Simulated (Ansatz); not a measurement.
The inner images of a band of F₄H₃NTi (9 atoms, charge 0, multiplicity 1) are given out of order.

The calculation used Ansatz 0.2.0, RKS BHLYP/def2-SVP.

Initial state:

```xyz
9
Properties=species:S:1:pos:R:3
Ti -0.075 -0.024 0.178
N -0.094 -0.031 2.091
H 0.145 -0.894 2.567
H 0.359 0.736 2.575
F 1.601 -0.181 -0.207
F -0.447 1.527 -0.485
F -0.736 -1.468 -0.499
F -2.327 0.193 0.986
H -1.793 0.153 1.770
```

Final state:

```xyz
9
Properties=species:S:1:pos:R:3
Ti -0.435 0.234 -0.019
N -0.301 -0.282 2.233
H -0.303 -1.285 2.372
H 0.550 0.091 2.636
F 1.078 1.022 0.346
F -0.535 0.620 -1.705
F -0.432 -1.505 -0.143
F -1.902 1.006 0.520
H -1.087 0.109 2.737
```

Problem. Put them in order from the first end to the last, with their energies above the first end.
A.
```xyz
9
Properties=species:S:1:pos:R:3
Ti -0.478 0.025 0.001
N -0.247 -0.054 2.230
H 0.173 -0.913 2.564
H 0.366 0.700 2.524
F 1.274 -0.061 0.236
F -0.402 1.197 -1.268
F -0.858 -1.549 -0.593
F -2.042 0.589 0.622
H -1.154 0.077 2.660
```
B.
```xyz
9
Properties=species:S:1:pos:R:3
Ti -0.189 -0.019 0.150
N -0.173 -0.021 2.139
H 0.143 -0.878 2.578
H 0.318 0.750 2.578
F 1.510 -0.205 -0.091
F -0.455 1.504 -0.608
F -0.777 -1.449 -0.609
F -2.186 0.198 1.008
H -1.558 0.129 1.831
```
C.
```xyz
9
Properties=species:S:1:pos:R:3
Ti -0.440 0.217 -0.021
N -0.295 -0.263 2.230
H 0.063 -1.199 2.377
H 0.326 0.385 2.700
F 1.192 0.754 0.274
F -0.543 0.600 -1.709
F -0.723 -1.500 -0.112
F -1.744 1.217 0.562
H -1.203 -0.201 2.674
```
D.
```xyz
9
Properties=species:S:1:pos:R:3
Ti -0.467 0.114 -0.023
N -0.275 -0.183 2.240
H 0.172 -1.044 2.531
H 0.313 0.576 2.568
F 1.252 0.332 0.263
F -0.482 0.921 -1.555
F -0.824 -1.543 -0.359
F -1.883 0.940 0.612
H -1.173 -0.101 2.699
```
E.
```xyz
9
Properties=species:S:1:pos:R:3
Ti -0.414 -0.016 0.046
N -0.212 0.007 2.190
H 0.125 -0.852 2.607
H 0.328 0.777 2.567
F 1.339 -0.238 0.080
F -0.424 1.476 -0.820
F -0.805 -1.497 -0.748
F -2.089 0.218 0.734
H -1.217 0.137 2.321
```

Solution. B (+0.036 eV), E (-1.136 eV), A (-1.372 eV), D (-1.540 eV), C (-1.676 eV).

The run took 2.6 min on 4 threads of Intel(R) Xeon(R) Platinum 8559C (Emerald Rapids), on a shared host, peak memory 0.33 GiB.
